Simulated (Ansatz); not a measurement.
Single points on trans-Hf(PH3)2Cl4 (HfP₂H₆Cl₄).

```yaml
crystal:
  periodic: [false, false, false]
  atoms:
    - {symbol: Cl, position_ang: [2.185467, 1.757295, 1.901109]}
    - {symbol: Cl, position_ang: [-1.073394, 2.135435, 0.290821]}
    - {symbol: Cl, position_ang: [1.879634, 2.113122, -1.869159]}
    - {symbol: Cl, position_ang: [2.083370, -1.174072, -0.285453]}
    - {symbol: Hf, position_ang: [1.016483, 0.967792, 0.007062]}
    - {symbol: P, position_ang: [-0.320145, -0.655912, 1.923533]}
    - {symbol: P, position_ang: [-0.656353, -0.273693, -1.931137]}
    - {symbol: H, position_ang: [-1.069201, -0.031000, 2.951412]}
    - {symbol: H, position_ang: [0.454545, -1.548776, 2.705259]}
    - {symbol: H, position_ang: [-1.306995, -1.576067, 1.481198]}
    - {symbol: H, position_ang: [-0.061917, -1.046707, -2.959192]}
    - {symbol: H, position_ang: [-1.504124, 0.548746, -2.714140]}
    - {symbol: H, position_ang: [-1.627349, -1.216164, -1.501303]}
basis:
  gaussian: {orbitals: def2-TZVP, initial_orbitals: start.molden}
hamiltonian: {xc: {name: CAM-B3LYP}, dispersion: d4}
scf: {omitted_lower_state_checks: [starts]}
output: {orbitals: {seedname: orbitals}}
```

The file start.molden holds the orbitals of an earlier run on this structure, at another level or in another basis.

```sh
$ ansatz run in.yaml --threads 4 --pin off --events-out ev --progress --plain --max-ram 4787MiB
```

It prints (some lines left out):

```
Functional definition: CAM-B3LYP
2253 factors; their error is unknown
507 factors; integrals over basis functions are off by at most 1.5e-5 eV
mean field evaluation 1: about -70084.1039 eV, gradient 1.2e1 eV
mean field evaluation 2: about -70084.2632 eV, gradient 1.9e-1 eV
mean field evaluation 4: about -70084.3864 eV, gradient 4.4e-4 eV
mean field -70084.38641355 eV, -2575.5536957948 hartree, gradient 2.6e-5 eV, S^2 0.000000; 0 other end points of the search recorded, 0 dependent functions left out
reference -70084.38659852 eV, -2575.5537025922 hartree; 58, 58 occupied and 240, 240 virtual orbitals, 2253 factors
Total energy: -70084.90104464 eV, -2575.5726081383 hartree
Checks for a lower state left out: starts
```

Hardware: 4 threads of Arm Neoverse V1 on a shared host. Wall time 18 s, peak host memory 1.6 GiB.

The first input with `hamiltonian: {xc: pbe0, dispersion: d4}` (abridged; 19 s):

```
Functional definition: PBE0
mean field -70059.84086396 eV, -2574.6516634848 hartree, gradient 2.6e-5 eV, S^2 0.000000
Total energy: -70060.32463142 eV, -2574.6694416110 hartree
Checks for a lower state left out: starts
```

First input, but with `gaussian: {orbitals: def2-SVP, initial_orbitals: start.molden}`, `hamiltonian: {xc: pbe, dispersion: d4}` (abridged; 3.7 s):

```
Functional definition: PBE
mean field -70030.88255427 eV, -2573.5874652322 hartree, gradient 1.0e-5 eV, S^2 0.000000
Total energy: -70031.42502523 eV, -2573.6074006724 hartree
Checks for a lower state left out: starts
```

First input, but with `hamiltonian: {xc: pbe}`, `correlation: {method: rpa}` and without the key `output` (abridged; 18 s):

```
Functional definition: PBE
mean field -70054.84324770 eV, -2574.4680044749 hartree, gradient 1.6e-6 eV, S^2 0.000000
30 core orbitals not correlated: weight in the atoms' cores, before any rotation towards them, 1.000 or more for the frozen orbitals, at most 0.000 for the correlated occupied ones
Total energy: -70015.02794138 eV, -2573.0048189554 hartree
Checks for a lower state left out: starts
```

As the first input, with `hamiltonian: {xc: {name: LC-wPBE}}` (abridged; 11 s):

```
Functional definition: LC-wPBE
mean field -70065.16591410 eV, -2574.8473554681 hartree, gradient 1.1e-5 eV, S^2 0.000000
Total energy: -70065.16591411 eV, -2574.8473554685 hartree
Checks for a lower state left out: starts
```

The first input with `gaussian: {orbitals: def2-SVP, initial_orbitals: start.molden}`, `hamiltonian: {xc: pbe0, dispersion: d4}` (abridged; 5.5 s):

```
Functional definition: PBE0
mean field -70036.08459402 eV, -2573.7786366672 hartree, gradient 2.9e-5 eV, S^2 0.000000
Total energy: -70036.56837975 eV, -2573.7964154646 hartree
Checks for a lower state left out: starts
```

The first input with `hamiltonian: {xc: pbe, dispersion: d4}`, `output: {forces: true, orbitals: {seedname: orbitals}}` (abridged; 8.5 s):

```
Functional definition: PBE
mean field -70054.84327227 eV, -2574.4680053777 hartree, gradient 1.2e-5 eV, S^2 0.000000
Total energy: -70055.38571973 eV, -2574.4879399541 hartree
Atom 0 force     0.051922     0.039432     0.051538 eV/Å
Atom 1 force    -0.120166     0.074654     0.014984 eV/Å
Atom 2 force     0.040934     0.049407    -0.050497 eV/Å
Atom 3 force     0.067525    -0.122970    -0.015074 eV/Å
Atom 4 force    -0.025488    -0.024839    -0.000375 eV/Å
Atom 5 force     0.087613     0.102939    -0.148851 eV/Å
Atom 6 force     0.109194     0.083402     0.151613 eV/Å
Atom 7 force    -0.044411    -0.016686     0.058406 eV/Å
Atom 8 force    -0.011451    -0.049513     0.047019 eV/Å
Atom 9 force    -0.040109    -0.044575     0.037619 eV/Å
Atom 10 force    -0.017682    -0.044918    -0.061052 eV/Å
Atom 11 force    -0.050458    -0.007213    -0.048092 eV/Å
Atom 12 force    -0.047424    -0.039119    -0.037238 eV/Å
Dipole moment:    -0.836253    -0.795969    -0.006500 e Å
Checks for a lower state left out: starts
```

Geometry: PBE0-D4/def2-SVP.

In the def2 sets Hf takes a core potential; there is no spin–orbit coupling. LC-ωPBE has ω = 0.4 bohr⁻¹. Correlated methods freeze 30 core orbitals; core or outer-core shells of Hf are correlated, in sets that lack core-valence functions.
